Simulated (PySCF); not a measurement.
1-chloro-1-fluorocyclobutane (C4H6ClF), SMILES FC1(Cl)CCC1. Atoms are numbered in the order given.

```xyz
12

F      1.6742    -0.5309     0.0000
C      0.4100    -0.0640     0.0000
Cl    -0.7055    -1.4687     0.0000
C      0.0416     0.9521    -1.0801
C     -0.7502     1.7186     0.0000
C      0.0416     0.9521     1.0801
H      0.9530     1.4908    -1.3809
H     -0.4801     0.5790    -1.9710
H     -0.6649     2.8134     0.0000
H     -1.8133     1.4408     0.0000
H     -0.4801     0.5790     1.9710
H      0.9530     1.4908     1.3809
```
Charge 0, spin multiplicity 1.

Geometry optimised at PBE0-D3(BJ)/def2-SVP.

Computed with PBE0-D3(BJ)/def2-SVP in PySCF.

Frequencies are harmonic and unscaled.

```json
[
 {"mode": "1", "ν (cm⁻¹)": "140", "IR (km/mol)": "0.3", "moving atoms (share of kinetic energy)": "C 41 %, H 35 %, Cl 18 %"},
 {"mode": "2", "ν (cm⁻¹)": "286", "IR (km/mol)": "0.0", "moving atoms (share of kinetic energy)": "C 36 %, H 31 %, F 18 %, Cl 15 %"},
 {"mode": "3", "ν (cm⁻¹)": "334", "IR (km/mol)": "2.2", "moving atoms (share of kinetic energy)": "C 31 %, F 28 %, H 23 %, Cl 19 %"},
 {"mode": "4", "ν (cm⁻¹)": "398", "IR (km/mol)": "1.0", "moving atoms (share of kinetic energy)": "Cl 38 %, F 34 %, H 17 %, C 12 %"},
 {"mode": "5", "ν (cm⁻¹)": "449", "IR (km/mol)": "4.4", "moving atoms (share of kinetic energy)": "C 58 %, F 20 %, H 18 %"},
 {"mode": "6", "ν (cm⁻¹)": "575", "IR (km/mol)": "24.4", "moving atoms (share of kinetic energy)": "C 36 %, F 32 %, Cl 18 %, H 13 %"},
 {"mode": "7", "ν (cm⁻¹)": "662", "IR (km/mol)": "8.0", "moving atoms (share of kinetic energy)": "H 52 %, C 39 %"},
 {"mode": "8", "ν (cm⁻¹)": "786", "IR (km/mol)": "0.1", "moving atoms (share of kinetic energy)": "H 79 %, C 20 %"},
 {"mode": "9", "ν (cm⁻¹)": "799", "IR (km/mol)": "48.8", "moving atoms (share of kinetic energy)": "H 55 %, C 33 %, F 11 %"},
 {"mode": "10", "ν (cm⁻¹)": "922", "IR (km/mol)": "8.2", "moving atoms (share of kinetic energy)": "C 54 %, H 44 %"},
 {"mode": "11", "ν (cm⁻¹)": "957", "IR (km/mol)": "1.1", "moving atoms (share of kinetic energy)": "C 57 %, H 43 %"},
 {"mode": "12", "ν (cm⁻¹)": "1001", "IR (km/mol)": "13.7", "moving atoms (share of kinetic energy)": "C 64 %, H 29 %"},
 {"mode": "13", "ν (cm⁻¹)": "1028", "IR (km/mol)": "1.1", "moving atoms (share of kinetic energy)": "H 93 %"},
 {"mode": "14", "ν (cm⁻¹)": "1134", "IR (km/mol)": "17.9", "moving atoms (share of kinetic energy)": "C 72 %, H 27 %"},
 {"mode": "15", "ν (cm⁻¹)": "1138", "IR (km/mol)": "46.5", "moving atoms (share of kinetic energy)": "C 69 %, H 30 %"},
 {"mode": "16", "ν (cm⁻¹)": "1197", "IR (km/mol)": "0.0", "moving atoms (share of kinetic energy)": "H 67 %, C 33 %"},
 {"mode": "17", "ν (cm⁻¹)": "1209", "IR (km/mol)": "37.3", "moving atoms (share of kinetic energy)": "C 47 %, H 45 %"},
 {"mode": "18", "ν (cm⁻¹)": "1246", "IR (km/mol)": "49.0", "moving atoms (share of kinetic energy)": "H 62 %, C 35 %"},
 {"mode": "19", "ν (cm⁻¹)": "1247", "IR (km/mol)": "2.0", "moving atoms (share of kinetic energy)": "H 77 %, C 23 %"},
 {"mode": "20", "ν (cm⁻¹)": "1282", "IR (km/mol)": "0.7", "moving atoms (share of kinetic energy)": "H 55 %, C 45 %"},
 {"mode": "21", "ν (cm⁻¹)": "1328", "IR (km/mol)": "112.4", "moving atoms (share of kinetic energy)": "C 64 %, H 30 %"},
 {"mode": "22", "ν (cm⁻¹)": "1430", "IR (km/mol)": "14.0", "moving atoms (share of kinetic energy)": "H 90 %, C 10 %"},
 {"mode": "23", "ν (cm⁻¹)": "1445", "IR (km/mol)": "1.4", "moving atoms (share of kinetic energy)": "H 91 %, C 8 %"},
 {"mode": "24", "ν (cm⁻¹)": "1477", "IR (km/mol)": "15.6", "moving atoms (share of kinetic energy)": "H 83 %, C 17 %"},
 {"mode": "25", "ν (cm⁻¹)": "3096", "IR (km/mol)": "10.7", "moving atoms (share of kinetic energy)": "H 95 %"},
 {"mode": "26", "ν (cm⁻¹)": "3100", "IR (km/mol)": "8.1", "moving atoms (share of kinetic energy)": "H 94 %"},
 {"mode": "27", "ν (cm⁻¹)": "3108", "IR (km/mol)": "14.5", "moving atoms (share of kinetic energy)": "H 94 %"},
 {"mode": "28", "ν (cm⁻¹)": "3171", "IR (km/mol)": "2.8", "moving atoms (share of kinetic energy)": "H 90 %, C 10 %"},
 {"mode": "29", "ν (cm⁻¹)": "3180", "IR (km/mol)": "5.3", "moving atoms (share of kinetic energy)": "H 90 %, C 10 %"},
 {"mode": "30", "ν (cm⁻¹)": "3184", "IR (km/mol)": "10.2", "moving atoms (share of kinetic energy)": "H 90 %, C 10 %"}
]
```
